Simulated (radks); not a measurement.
The nuclear charge of the copper ion Cu+ is varied continuously with 28 electrons held in [Ar] 3d10. Calculated with a radial shooting solver on a logarithmic mesh with Libxc functionals: scalar-relativistic Kohn-Sham, SCAN, spin-polarised, spherical densities, finite nucleus; meta-GGA in the generalised Kohn-Sham scheme; Fermi nuclear charge, rms radius 3.8823 fm. By the Hellmann-Feynman theorem dE/dZ = E(electron-nucleus)/Z, the electronic potential at the nucleus (averaged over a nucleus of fixed radius). The scalar-relativistic energy here is not variational (the density holds large components alone), so the two differ by a part that grows with Z.

Z = 28: E (hartree) -1520.93371; E(electron-nucleus)/Z (hartree) -130.654; HOMO 3d; e(HOMO) (eV) -1.842; <r> HOMO (bohr) 1.244
Z = 28.2: E (hartree) -1547.22014; E(electron-nucleus)/Z (hartree) -131.956; HOMO 3d; e(HOMO) (eV) -3.658; <r> HOMO (bohr) 1.180
Z = 28.4: E (hartree) -1573.76696; E(electron-nucleus)/Z (hartree) -133.253; HOMO 3d; e(HOMO) (eV) -5.779; <r> HOMO (bohr) 1.127
Z = 28.6: E (hartree) -1600.57343; E(electron-nucleus)/Z (hartree) -134.545; HOMO 3d; e(HOMO) (eV) -8.169; <r> HOMO (bohr) 1.082
Z = 28.8: E (hartree) -1627.63857; E(electron-nucleus)/Z (hartree) -135.834; HOMO 3d; e(HOMO) (eV) -10.805; <r> HOMO (bohr) 1.043
Z = 29: E (hartree) -1654.96188; E(electron-nucleus)/Z (hartree) -137.119; HOMO 3d; e(HOMO) (eV) -13.671; <r> HOMO (bohr) 1.008
Z = 29.2: E (hartree) -1682.54264; E(electron-nucleus)/Z (hartree) -138.402; HOMO 3d; e(HOMO) (eV) -16.753; <r> HOMO (bohr) 0.9767
Z = 29.4: E (hartree) -1710.38008; E(electron-nucleus)/Z (hartree) -139.683; HOMO 3d; e(HOMO) (eV) -20.040; <r> HOMO (bohr) 0.9481
Z = 29.6: E (hartree) -1738.47444; E(electron-nucleus)/Z (hartree) -140.961; HOMO 3d; e(HOMO) (eV) -23.522; <r> HOMO (bohr) 0.9220
Z = 29.8: E (hartree) -1766.82511; E(electron-nucleus)/Z (hartree) -142.239; HOMO 3d; e(HOMO) (eV) -27.193; <r> HOMO (bohr) 0.8979
Z = 30: E (hartree) -1795.43183; E(electron-nucleus)/Z (hartree) -143.515; HOMO 3d; e(HOMO) (eV) -31.046; <r> HOMO (bohr) 0.8756

The central difference of E at Z = 29 is -137.260 hartree, to compare with the third column; the second derivative is -6.44 hartree.
